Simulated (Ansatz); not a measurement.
```tsv
atom	x (Å)	y (Å)	z (Å)
C	0.0314	-0.0365	-1.8278
I	0.0177	0.0257	0.3662
H	0.0032	-1.0842	-2.1782
H	-0.8766	0.5444	-2.1158
H	0.9017	0.5638	-2.1775
```

Basis set: def2-TZVP (spherical functions, with the set's core potentials past Kr). Frozen core: 5 orbitals. Charge 0, multiplicity 1.

Computed with Ansatz (development build ahead of 0.2.0); each method stands on the lowest determinant of its kind that the runs found. Restricted open shells among the atoms or ions are ROHF, correlated in semicanonical orbitals with singles.

Give the atomization energy at this shape (free ground-state atoms in the same class of orbitals less the molecule, no zero-point energy) of singlet CH₃I by RHF-MP2, RHF.

```json
{"method": "RHF-MP2", "atomization energy": "1502.4 kJ/mol"}
{"method": "RHF", "atomization energy": "1163.0 kJ/mol"}
```
